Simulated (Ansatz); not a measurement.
Basis-set extrapolation for `BCC(B)C` (PBE0-D4/def2-TZVP geometry, frozen core, Ansatz). Multiplicity 1, RHF reference.

```csv
,def2-TZVPP,def2-QZVPP
HF,-168.796750,-168.805192
MP2 correlation,-0.756025,-0.801236
CCSD(T) correlation,-0.843984,not run
```

Energies in hartree. Use E(X) = E(∞) + A·exp(−7.88·√X) for Hartree–Fock and E(X) = E(∞) + B·X^(−2.97) for correlation, with X = 3 and 4, and add CCSD(T) minus MP2 of the smaller set to the MP2 limit.

Task: What is the CCSD(T) energy at the basis-set limit?

Result: HF limit: -168.805192 + (-0.008442) × 0.13774 = -168.80635. MP2 limit: -0.801236 + (-0.045211) × 0.74074 = -0.83473. Higher-order term: -0.843984 − (-0.756025) = -0.08796. Total: -169.72904 hartree, 55.4 kcal/mol below CCSD(T)/def2-TZVPP.
